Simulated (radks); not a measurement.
Values are calculated unless marked as measured or tabulated.
Removal energies from the erbium ion Er2+, [Xe] 4f(5/2: 6, 7/2: 6), by Delta-SCF beside the eigenvalue of the level emptied. Level of theory: Dirac Kohn-Sham, PBE, spin-unpolarised, spherical densities, finite nucleus; Fermi nuclear charge, rms radius of each element as measured or else 0.836 A^(1/3) + 0.57 fm (a radial shooting solver on a logarithmic mesh with Libxc functionals). Sub-shells are occupied by j as written (lower j first in brackets).

4f7/2: final configuration [Xe] 4f(5/2: 6, 7/2: 5); Delta-SCF (eV) 25.570; -eigenvalue (eV) 16.878
4f5/2: final configuration [Xe] 4f(5/2: 5, 7/2: 6); Delta-SCF (eV) 26.727; -eigenvalue (eV) 17.963
5p3/2: final configuration [Kr] 4d10 4f(5/2: 6, 7/2: 6) 5s2 5p(1/2: 2, 3/2: 3); Delta-SCF (eV) 45.806; -eigenvalue (eV) 39.194
5p1/2: final configuration [Kr] 4d10 4f(5/2: 6, 7/2: 6) 5s2 5p(1/2: 1, 3/2: 4); Delta-SCF (eV) 51.500; -eigenvalue (eV) 44.582
